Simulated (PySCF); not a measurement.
# MSb for M along the second period

PBE with double-zeta basis sets in PySCF, for the lowest determinant that a PBE0 search found; no spin–orbit coupling. De refers to high-spin ground-configuration atoms. A positive dipole means M(−)Sb(+).

```tsv
M	basis	state (unpaired electrons)	Re (Å)	ωe (cm⁻¹)	De (eV)	μ (D)
Li	def2-SVP	triplet (π ↑↑)	2.631	382	1.57	-6.01
Be	x2c-SVPall	quartet (σ ↑, π ↑↑)	2.417	448	1.32	0.61
B	x2c-SVPall	triplet (σ ↑, π ↑)	2.072	679	2.91	1.02
C	def2-SVP	doublet (σ ↑)	1.898	844	3.90	2.16
O	x2c-SVPall	doublet (π ↑)	1.862	804	4.52	3.07
F	def2-SVP	triplet (π ↑↑)	1.969	596	4.28	2.32
```

The shortest bond is that of SbO (1.862 Å), the longest that of LiSb (2.631 Å).

The rows differ in basis set, which adds steps of its own.

The state changes along the series, so neighbouring rows are not always alike in their bonding.

Spin–orbit coupling is left out, which matters for elements this heavy, above all for dissociation energies. States were picked by a PBE0 search and need not be the measured ground states.
